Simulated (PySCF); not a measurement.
# Electronic absorption of C4H4FNO

Species: C4H4FNO.
Numbering: `[N:1]#[C:2][C@@H:3]1[CH2:4][C@H:5]([F:6])[O:7]1` (hydrogens: H8 on C3; H9, H10 on C4; H11 on C5)

Computed with PySCF 2.14.0, density-fitted response routines, TDDFT wB97X-D/def2-SVPD, vertical, gas phase, core orbitals frozen in the response. Isolated species at its GFN2-xTB geometry, gas phase.

**Question.** What does the calculation give for the low-lying excited states?

**Answer.** 

```
state  E (eV)  E (hartree)       f   main configurations (H = HOMO, L = LUMO)
   S1    7.29       0.2680  0.0033                                H-1→L (78%)
   S2    7.62       0.2801  0.0045                                  H→L (89%)
   S3    7.98       0.2931  0.0079    H-2→L (32%), H-3→L (24%), H-1→L+1 (14%)
   S4    8.24       0.3029  0.0066  H-3→L+1 (17%), H→L+1 (14%), H-3→L+3 (13%)
   S5    8.63       0.3171  0.0063                   H-2→L (53%), H-3→L (32%)
   S6    8.70       0.3198  0.0064                  H→L+1 (65%), H-2→L+1 (8%)
   S7    8.98       0.3299   0.013                                H-4→L (84%)
   S8    9.19       0.3378   0.014                                H→L+2 (62%)
```

Triplets (Tamm–Dancoff): T1 6.33 eV, H-3→L (32%), H-2→L (18%), H→L (10%); T2 6.80 eV, H-1→L (65%), H-3→L (9%); T3 7.03 eV, H→L (23%), H-1→L+1 (20%), H-1→L+3 (14%).

The lowest singlet lies at 7.29 eV (170 nm, vacuum ultraviolet) and is very weak; its leading configuration is HOMO-1→LUMO (78%). The largest oscillator strength of a single state is 0.014. Löwdin shares by element: HOMO oxygen 55%, carbon 15% or more, fluorine 8% (atoms not listed hold the other 22%); LUMO carbon 38% or more, nitrogen 27%, oxygen 14% (atoms not listed hold the other 20%). The listed states span 1.90 eV, and the widest gap between neighbours is 0.39 eV (S4 to S5). Weighted by f, the mean energy of these states is 8.57 eV. The oscillator strengths of these states sum to 0.062; summed over the whole spectrum of an exact calculation they would give the number of electrons, 52 (Thomas–Reiche–Kuhn). Only the lowest 8 singlets were computed, as vertical energies without vibronic structure.

Hardware: one thread of an Arm Neoverse V2, no GPU (shared host). Cost: 27 s of wall time.
